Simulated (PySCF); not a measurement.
A geometry optimisation, step by step.

Compound: C3H9ClGe.
Bonds: C1–C2, C2–C3, C2–Cl4, C2–Ge5. Hydrogens: H6, H7, H8 on C1; H9, H10, H11 on C3; H12, H13, H14 on Ge5.

Method: PySCF 2.14.0, PBE0-D3(BJ)/def2-SVP geometry optimisation, gas phase; density fitting, grid level 1; the optimiser is geomeTRIC in internal coordinates, started from a GFN2-xTB structure with every atom displaced at random (about 0.01 Å). The frame can shift and turn from step to step; on so coarse a grid that alone can change the energy by a few meV, and forces under 0.02 eV/Å are noise.

Step 0: E = -72270.3859 eV, largest atomic force 1.975 eV/Å
```
atom  x, y, z in Å  |  force x, y, z in eV/Å
C1      0.894   -0.653   -1.108   -1.086   1.636  -0.213
C2      0.260   -0.186    0.199    0.169  -0.179  -0.270
C3      0.762    1.174    0.618    0.325  -0.484   0.944
Cl4     0.760   -1.377    1.465    0.110  -0.263   0.400
Ge5    -1.727   -0.312    0.214    0.701   0.432   0.208
H6      0.562    0.062   -1.904    0.268  -0.434   0.241
H7      0.545   -1.632   -1.370   -0.163  -0.946  -0.295
H8      1.978   -0.627   -1.064    0.556  -0.071   0.127
H9      0.469    1.929   -0.083   -0.315   0.737  -0.754
H10     0.375    1.449    1.610   -0.068   0.047   0.001
H11     1.861    1.178    0.698    0.036  -0.042  -0.078
H12    -2.126   -1.702   -0.091   -0.251  -1.102  -0.302
H13    -2.250    0.056    1.576   -0.079   0.163   0.609
H14    -2.370    0.626   -0.768   -0.205   0.507  -0.618
```

Step 1: E = -72270.5171 eV, largest atomic force 0.293 eV/Å
```
atom  x, y, z in Å  |  force x, y, z in eV/Å
C1      1.689   -0.921   -0.601    0.094  -0.278   0.006
C2      1.140   -0.524    0.754   -0.031  -0.010   0.101
C3      1.618    0.848    1.187   -0.057   0.139  -0.118
Cl4     1.735   -1.736    1.995   -0.060   0.091  -0.136
Ge5    -0.838   -0.675    0.807   -0.177  -0.094  -0.029
H6      1.336   -0.220   -1.372   -0.013   0.057  -0.035
H7      1.364   -1.938   -0.885    0.083   0.141   0.026
H8      2.794   -0.901   -0.591   -0.106  -0.009  -0.023
H9      1.295    1.618    0.460    0.015  -0.139   0.091
H10     1.225    1.123    2.175   -0.014   0.014   0.064
H11     2.717    0.873    1.239    0.048  -0.005   0.000
H12    -1.243   -2.136    0.464    0.072   0.275   0.052
H13    -1.341   -0.291    2.217    0.052  -0.041  -0.146
H14    -1.453    0.297   -0.245    0.095  -0.140   0.148
```

Step 2: E = -72270.5247 eV, largest atomic force 0.061 eV/Å
```
atom  x, y, z in Å  |  force x, y, z in eV/Å
C1      1.691   -0.926   -0.602   -0.003  -0.012  -0.011
C2      1.138   -0.523    0.752    0.012  -0.037   0.047
C3      1.614    0.850    1.189    0.002   0.037  -0.034
Cl4     1.729   -1.734    1.986   -0.009   0.007  -0.014
Ge5    -0.837   -0.674    0.809   -0.021  -0.012  -0.013
H6      1.340   -0.223   -1.374    0.008   0.003  -0.003
H7      1.373   -1.940   -0.886    0.004   0.013   0.013
H8      2.793   -0.905   -0.591   -0.003   0.007   0.002
H9      1.283    1.611    0.462   -0.005  -0.010   0.012
H10     1.222    1.124    2.179    0.005  -0.013  -0.001
H11     2.715    0.878    1.236   -0.002   0.000  -0.002
H12    -1.241   -2.117    0.465    0.005   0.011  -0.003
H13    -1.336   -0.295    2.212    0.006   0.001   0.008
H14    -1.445    0.292   -0.232    0.000   0.005  -0.001
```

Step 3: E = -72270.5250 eV, largest atomic force 0.028 eV/Å
```
atom  x, y, z in Å  |  force x, y, z in eV/Å
C1      1.693   -0.926   -0.601   -0.003  -0.002  -0.007
C2      1.138   -0.524    0.753    0.005  -0.019   0.021
C3      1.612    0.850    1.187   -0.001   0.010  -0.007
Cl4     1.729   -1.736    1.985   -0.005   0.009  -0.006
Ge5    -0.838   -0.675    0.808   -0.001   0.006  -0.005
H6      1.342   -0.223   -1.374    0.003  -0.001   0.002
H7      1.376   -1.940   -0.885    0.001  -0.003   0.000
H8      2.795   -0.903   -0.589    0.003   0.003   0.001
H9      1.277    1.610    0.462   -0.007   0.000   0.003
H10     1.222    1.121    2.179    0.005  -0.003   0.003
H11     2.713    0.881    1.232   -0.002   0.001  -0.003
H12    -1.242   -2.116    0.461   -0.001  -0.006  -0.005
H13    -1.334   -0.297    2.213    0.002  -0.001   0.005
H14    -1.445    0.295   -0.230   -0.001   0.005  -0.001
```

Question: Summarise the path.

Answer: The energy falls by 3.21 kcal/mol from step 0 to step 3; nine tenths of that is first reached at step 1. It falls at every step. The largest force goes from 1.975 to 0.028 eV/Å. Among the bonds Ge5–H12 changes most, from 1.478 to 1.536 Å; the atoms move by 0.049 Å rms after alignment.

Question: Follow the three bonds and two angles with the largest change from start to end.

Answer: 
```tsv
step	E above end (kcal/mol)	largest force (eV/Å)	Ge5–H12 (Å)	Ge5–H14 (Å)	Ge5–H13 (Å)	C2–Ge5–H14 (°)	C2–C1–H6 (°)
0	3.21	1.975	1.478	1.502	1.505	112.5	106.8
1	0.18	0.293	1.554	1.559	1.547	109.1	110.1
2	0.01	0.061	1.537	1.545	1.537	109.0	109.9
3	0.00	0.028	1.536	1.545	1.537	109.0	110.0
```

What follows is the cost of the whole optimisation. The run took 31 s on one thread of an Arm Neoverse V2, shared host with 192 logical CPUs at a one-minute load of 43, and the process peaked at 0.54 GiB of memory.
